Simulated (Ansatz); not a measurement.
BNH$_{6}$O$_{3}$, singlet: a relaxation.

The input file, in.yaml:

```yaml
crystal:
  periodic: [false, false, false]
  atoms:
    - {symbol: B, position_ang: [-0.148357, 0.249269, -0.343453]}
    - {symbol: N, position_ang: [1.301989, 0.008894, -0.103520]}
    - {symbol: O, position_ang: [-0.718997, -0.561121, -1.328812]}
    - {symbol: O, position_ang: [-0.779983, 1.479619, -0.097236]}
    - {symbol: H, position_ang: [0.409814, -0.758616, 1.083625]}
    - {symbol: O, position_ang: [-0.405774, -0.710819, 1.269918]}
    - {symbol: H, position_ang: [1.854631, 0.815910, 0.127385]}
    - {symbol: H, position_ang: [1.754732, -0.547618, -0.808209]}
    - {symbol: H, position_ang: [-1.548628, -0.192947, -1.636999]}
    - {symbol: H, position_ang: [-0.840327, 1.730505, 0.826628]}
    - {symbol: H, position_ang: [-0.879001, -1.513177, 1.010672]}
basis:
  gaussian: {orbitals: def2-TZVP}
hamiltonian: {xc: pbe0, dispersion: d4}
relax: {f_tol: 0.005, max_steps: 200}
```

Command:

```bash
ansatz run in.yaml --threads 4 --pin off --events-out ev --progress --plain --max-ram 9574MiB
```

Output of Ansatz 0.2.0:

```
Functional definition: PBE0
  name "PBE0"
  cite "Adamo & Barone, J. Chem. Phys. 110, 6158 (1999) doi:10.1063/1.478522"
  cite "Perdew, Burke & Ernzerhof, Phys. Rev. Lett. 77, 3865 (1996) doi:10.1103/PhysRevLett.77.3865"
  parent pbe
  parameter a = 0.25
  parameter kappa = 0.804
  parameter beta = 0.06672455060314922
  exchange = (1 - a)*pbe_x(kappa = kappa, mu = beta*pi^2/3) + a*exact_x
  correlation = pbe_c(beta = beta)
1041 factors; their error is unknown
mean field evaluation 1: about -8388.5956 eV, gradient 9.3e1 eV
mean field evaluation 2: about -8376.8883 eV, gradient 1.2e2 eV
mean field evaluation 4: about -8402.3368 eV, gradient 4.0e0 eV
mean field evaluation 8: about -8402.3670 eV, gradient 3.6e-2 eV
mean field evaluation 16: about -8402.3782 eV, gradient 3.9e-4 eV
mean field -8402.37820812 eV, -308.7817038119 hartree, gradient 5.2e-5 eV, S^2 0.000000; 0 other end points of the search recorded, 0 dependent functions left out
the calculation of the forces begins
reference -8402.37823668 eV, -308.7817048615 hartree; 21, 21 occupied and 170, 170 virtual orbitals, 1041 factors
relax step   1: F+E_penalty+E_count = -8402.52227042 eV  Δ(F+E_penalty+E_count) = +0.000e0 eV  max|allowed force component| = 1.175e1 eV/Å  Δτ_max = 0.0000 Å  (28 SCF iters, accepted)
relax step   2: F+E_penalty+E_count = -8403.38786779 eV  Δ(F+E_penalty+E_count) = -8.656e-1 eV  max|allowed force component| = 1.258e0 eV/Å  Δτ_max = 0.1443 Å  (30 SCF iters, accepted)
relax step   3: F+E_penalty+E_count = -8403.54783619 eV  Δ(F+E_penalty+E_count) = -1.600e-1 eV  max|allowed force component| = 9.082e-1 eV/Å  Δτ_max = 0.2000 Å  (35 SCF iters, accepted)
relax step   4: F+E_penalty+E_count = -8403.74017942 eV  Δ(F+E_penalty+E_count) = -1.923e-1 eV  max|allowed force component| = 1.147e0 eV/Å  Δτ_max = 0.1983 Å  (30 SCF iters, accepted)
relax step   5: F+E_penalty+E_count = -8403.83904469 eV  Δ(F+E_penalty+E_count) = -9.887e-2 eV  max|allowed force component| = 1.265e0 eV/Å  Δτ_max = 0.1915 Å  (30 SCF iters, accepted)
relax step   6: F+E_penalty+E_count = -8403.95035630 eV  Δ(F+E_penalty+E_count) = -1.113e-1 eV  max|allowed force component| = 3.948e-1 eV/Å  Δτ_max = 0.2000 Å  (30 SCF iters, accepted)
relax step   7: F+E_penalty+E_count = -8403.98645311 eV  Δ(F+E_penalty+E_count) = -3.610e-2 eV  max|allowed force component| = 2.370e-1 eV/Å  Δτ_max = 0.2000 Å  (29 SCF iters, accepted)
relax step   8: F+E_penalty+E_count = -8403.99706935 eV  Δ(F+E_penalty+E_count) = -1.062e-2 eV  max|allowed force component| = 1.536e-1 eV/Å  Δτ_max = 0.0698 Å  (30 SCF iters, accepted)
relax step   9: F+E_penalty+E_count = -8404.01438884 eV  Δ(F+E_penalty+E_count) = -1.732e-2 eV  max|allowed force component| = 1.130e-1 eV/Å  Δτ_max = 0.2000 Å  (29 SCF iters, accepted)
relax step  10: F+E_penalty+E_count = -8404.00295774 eV  Δ(F+E_penalty+E_count) = +1.143e-2 eV  max|allowed force component| = 1.080e0 eV/Å  Δτ_max = 0.1935 Å  (29 SCF iters, rejected (line search))
relax step  11: F+E_penalty+E_count = -8404.02293856 eV  Δ(F+E_penalty+E_count) = -8.550e-3 eV  max|allowed force component| = 9.957e-2 eV/Å  Δτ_max = 0.0968 Å  (29 SCF iters, accepted)
relax step  12: F+E_penalty+E_count = -8404.03060978 eV  Δ(F+E_penalty+E_count) = -7.671e-3 eV  max|allowed force component| = 2.299e-1 eV/Å  Δτ_max = 0.0997 Å  (29 SCF iters, accepted)
relax step  13: F+E_penalty+E_count = -8404.04092908 eV  Δ(F+E_penalty+E_count) = -1.032e-2 eV  max|allowed force component| = 3.352e-1 eV/Å  Δτ_max = 0.1463 Å  (29 SCF iters, accepted)
relax step  14: F+E_penalty+E_count = -8404.02722219 eV  Δ(F+E_penalty+E_count) = +1.371e-2 eV  max|allowed force component| = 1.157e0 eV/Å  Δτ_max = 0.1990 Å  (36 SCF iters, rejected (line search))
relax step  15: F+E_penalty+E_count = -8404.05281335 eV  Δ(F+E_penalty+E_count) = -1.188e-2 eV  max|allowed force component| = 2.715e-1 eV/Å  Δτ_max = 0.0995 Å  (30 SCF iters, accepted)
relax step  16: F+E_penalty+E_count = -8404.06662901 eV  Δ(F+E_penalty+E_count) = -1.382e-2 eV  max|allowed force component| = 2.418e-1 eV/Å  Δτ_max = 0.0982 Å  (30 SCF iters, accepted)
relax step  17: F+E_penalty+E_count = -8404.08348490 eV  Δ(F+E_penalty+E_count) = -1.686e-2 eV  max|allowed force component| = 2.245e-1 eV/Å  Δτ_max = 0.1463 Å  (30 SCF iters, accepted)
relax step  18: F+E_penalty+E_count = -8404.09331522 eV  Δ(F+E_penalty+E_count) = -9.830e-3 eV  max|allowed force component| = 7.076e-1 eV/Å  Δτ_max = 0.1997 Å  (29 SCF iters, accepted)
relax step  19: F+E_penalty+E_count = -8404.10371234 eV  Δ(F+E_penalty+E_count) = -1.040e-2 eV  max|allowed force component| = 5.919e-1 eV/Å  Δτ_max = 0.1851 Å  (30 SCF iters, accepted)
relax step  20: F+E_penalty+E_count = -8404.11413664 eV  Δ(F+E_penalty+E_count) = -1.042e-2 eV  max|allowed force component| = 2.013e-1 eV/Å  Δτ_max = 0.1998 Å  (29 SCF iters, accepted)
relax step  21: F+E_penalty+E_count = -8404.11786837 eV  Δ(F+E_penalty+E_count) = -3.732e-3 eV  max|allowed force component| = 1.768e-1 eV/Å  Δτ_max = 0.1228 Å  (30 SCF iters, accepted)
relax step  22: F+E_penalty+E_count = -8404.12221408 eV  Δ(F+E_penalty+E_count) = -4.346e-3 eV  max|allowed force component| = 2.382e-2 eV/Å  Δτ_max = 0.0423 Å  (31 SCF iters, accepted)
relax step  23: F+E_penalty+E_count = -8404.12246576 eV  Δ(F+E_penalty+E_count) = -2.517e-4 eV  max|allowed force component| = 1.436e-2 eV/Å  Δτ_max = 0.0157 Å  (31 SCF iters, accepted)
relax step  24: F+E_penalty+E_count = -8404.12250520 eV  Δ(F+E_penalty+E_count) = -3.944e-5 eV  max|allowed force component| = 1.645e-2 eV/Å  Δτ_max = 0.0113 Å  (32 SCF iters, accepted)
relax step  25: F+E_penalty+E_count = -8404.12251534 eV  Δ(F+E_penalty+E_count) = -1.014e-5 eV  max|allowed force component| = 1.303e-2 eV/Å  Δτ_max = 0.0109 Å  (32 SCF iters, accepted)
relax step  26: F+E_penalty+E_count = -8404.12254342 eV  Δ(F+E_penalty+E_count) = -2.808e-5 eV  max|allowed force component| = 4.745e-3 eV/Å  Δτ_max = 0.0062 Å  (32 SCF iters, accepted)
Total energy: -8404.12257225 eV, -308.8458080115 hartree
Atom 0 at    -0.144430     0.402057    -0.913812 Å, force    -0.002562    -0.004745     0.003280 eV/Å
Atom 1 at     1.110282    -0.092552    -0.424118 Å, force     0.001744     0.000313    -0.003499 eV/Å
Atom 2 at    -0.402541     0.279885    -2.253409 Å, force     0.001447     0.002070     0.001919 eV/Å
Atom 3 at    -1.095724     0.935061    -0.090382 Å, force    -0.003655     0.002894    -0.001400 eV/Å
Atom 4 at     0.277695    -0.985664     1.375094 Å, force    -0.002693     0.003708     0.001026 eV/Å
Atom 5 at    -0.142415    -0.562828     2.138953 Å, force     0.003213    -0.002325    -0.000030 eV/Å
Atom 6 at     1.552876     0.374435     0.350800 Å, force     0.002152    -0.001542    -0.000511 eV/Å
Atom 7 at     1.782241    -0.407196    -1.104744 Å, force     0.000218     0.001236     0.002119 eV/Å
Atom 8 at    -1.303915     0.540326    -2.455542 Å, force    -0.000650    -0.000073    -0.001012 eV/Å
Atom 9 at    -0.921498     0.741652     0.842210 Å, force     0.001819    -0.001124    -0.002495 eV/Å
Atom 10 at    -0.712473    -1.225277     2.534948 Å, force    -0.001033    -0.000412     0.000602 eV/Å
Dipole moment:     0.081305    -0.325009     0.193968 e Å

[the SCF lines of later steps are left out]
```

The lines “mean field evaluation” count trial sets of orbitals through the whole run, from several starts and some on an approximate energy, so they need not fall steadily or lie above the final value.

Hardware: 4 CPU threads of an Intel Xeon, shared host. Wall time about 2.7 min.
